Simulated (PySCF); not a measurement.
**As: ionisation energy**

As [Ar] 3d10 4s2 4p3 (4S) → As⁺ [Ar] 3d10 4s2 4p2 (3P), as a difference of total energies. Calculation: PySCF 2.14, in def2-TZVPPD; the non-relativistic Hamiltonian (point nucleus). Correlated levels: valence and next inner shell: [Ne] frozen. The calculations carry no spin-orbit coupling.

```
                                method  ionisation energy (eV)  plus first-order spin-orbit estimate  difference from reference of that sum (eV)
                                   UHF                   9.447                                 9.271                                      -0.518
    MP2 (valence and next inner shell)                   9.993                                 9.817                                      +0.028
SCS-MP2 (valence and next inner shell)                   9.822                                 9.647                                      -0.142
   CCSD (valence and next inner shell)                   9.919                                 9.743                                      -0.046
CCSD(T) (valence and next inner shell)                   9.953                                 9.778                                      -0.011
```

Reference: 9.789 eV (measured; NIST Atomic Spectra Database, ionization energies).

A first-order spin-orbit estimate (lowest level to lowest level, LS coupling) adds -0.175 eV.

These non-relativistic numbers lack the scalar-relativistic shift.

Errors of the correlated levels include the incompleteness of this basis and the frozen core.
